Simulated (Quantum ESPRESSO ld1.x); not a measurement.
Q: The nickel ion Ni10+, configuration [Ar]. Method: scalar-relativistic Kohn-Sham, PBE, spin-unpolarised, spherical densities, point nucleus; computed with ld1.x of Quantum ESPRESSO 7.5. Some entries of the table are withheld. Estimate them.

orbital,occ.,eigenvalue (eV),<r> (bohr)
1s,2,-8478.94,(1)
2s,2,-1254.97,0.2442
2p,6,-1117.82,0.2147
3s,2,(2),0.6696
3p,6,(3),0.6735
3d,0,-240.446,(4)
4s,0,(5),1.421
4p,0,-135.266,1.477

A: 
(1) 1s <r> (bohr): 0.05411
(2) 3s eigenvalue (eV): -346.407
(3) 3p eigenvalue (eV): -304.747
(4) 3d <r> (bohr): 0.6473
(5) 4s eigenvalue (eV): -149.706
